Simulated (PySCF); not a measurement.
Constitutional and geometric isomers with formula H2Cl2Si2. Isolated molecules, 0 K electronic values unless said otherwise. Strings in code marks are SMILES.

The LUMO from two functionals at the same geometries (PBE0-D3(BJ)/def2-TZVP), both in PySCF: PBE-D3(BJ)/def2-TZVP and ωB97X-D3(BJ)/def2-TZVP. 

```json
[
 {"species": "`[SiH](=[SiH]\\Cl)/Cl`", "ωB97X-D3(BJ)/def2-TZVP (eV)": "-1.04"},
 {"species": "`Cl/[SiH]=[SiH]\\Cl`", "ωB97X-D3(BJ)/def2-TZVP (eV)": "-1.00"},
 {"species": "`[SiH2]=[Si](Cl)Cl`", "ωB97X-D3(BJ)/def2-TZVP (eV)": "-0.95"}
]
```

Question: What does PBE-D3(BJ)/def2-TZVP give for each?

Answer: 
- `[SiH](=[SiH]\Cl)/Cl`: -3.45
- `Cl/[SiH]=[SiH]\Cl`: -3.41
- `[SiH2]=[Si](Cl)Cl`: -3.39
Over these rows, drawn at random from the members with no instability flagged (it was tested for open shells, ions and some series alone), PBE minus ωB97X-D3(BJ): mean -2.42 eV, from -2.44 eV to -2.41 eV.
